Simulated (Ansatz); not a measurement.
A made-up structure of CH4ClSn (charge +1), singlet:

Cl1  (-1.637, -1.034, 0.889)
C2  (-0.375, -0.901, -0.014)
Sn3  (0.386, 0.757, -0.041)
H4  (0.090, -1.729, -0.636)
H5  (0.206, 0.982, -1.826)
H6  (-0.670, 1.727, 1.075)
H7  (1.999, 0.198, 0.552)
(Å)

It is relaxed with PBE-D4/def2-SVP and then PBE0-D4/def2-TZVP (Ansatz 0.2.0). Atoms count as bonded within 1.22 times the sum of their covalent radii (H–H: 0.88 Å). The end point is not checked to be a true minimum.

Q: Does its bonding change? (A judgement: the text doesn't fix the answer.)

A: Computed: Yes. Formed: none; broken: Cl1–Sn3.

Where it ends: The first stage lowers the energy by 2.18 eV in 8 steps. It ends as CH₄ClSn ([Cl][CH][SnH3]), total charge +1:
```xyz
7
angstrom
Cl -1.8155 -1.4336 0.8889
C -0.5017 -1.0826 0.0231
Sn 0.4942 0.9211 -0.0694
H -0.1305 -1.9496 -0.5350
H 0.3755 1.2080 -1.7331
H -0.4607 1.8536 0.9598
H 2.0388 0.4831 0.4657
```

Labels in which every atom is bracketed show which atoms are joined, not bond orders.

For scale, one of the runs: PBE0-D4/def2-TZVP relaxation, 142 basis functions, launched by `ansatz run in.yaml --threads 2 --pin off --events-out ev --progress --plain --max-ram 4352MiB`. Hardware: 2 CPU threads of an Arm Neoverse V2, shared host. Wall time about 25 s.
